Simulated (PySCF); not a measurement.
**F²⁺ (fluorine, charge +2) across methods**

[He] 2s1 2p4, high-spin 4P determinant (an excited configuration). All numbers are calculated (PySCF 2.14, no relativity, point nucleus, in aug-cc-pwCVQZ (9s8p6d4f2g, 109 functions)).

| method | E (hartree) | mean ε 2s α (eV) | mean ε 2p α (eV) | mean ε 2p β (eV) | Σ⟨r²⟩ (bohr²) | ⟨S²⟩ |
| --- | --- | --- | --- | --- | --- | --- |
| BHandHLYP | -97.1357 | -79.213 | -57.538 | -49.681 | 5.081 | 3.752 |
| PW91 | -97.1290 | -70.388 | -51.421 | -45.207 | 5.115 | 3.751 |
| UHF | -96.91991 | -88.134 | -63.589 | -52.301 | 5.063 | 3.753 |
| PBE0 | -97.0783 | -74.938 | -54.533 | -47.288 | 5.092 | 3.751 |
| TPSSh | -97.1658 | -72.973 | -52.838 | -46.329 | 5.087 | 3.751 |
| PBE | -97.0714 | -70.327 | -51.295 | -45.100 | 5.118 | 3.751 |
| r2SCAN | -97.1447 | -72.786 | -52.498 | -45.540 | 5.073 | 3.752 |
| LDA | -96.4936 | -69.841 | -51.317 | -44.742 | 5.143 | 3.752 |
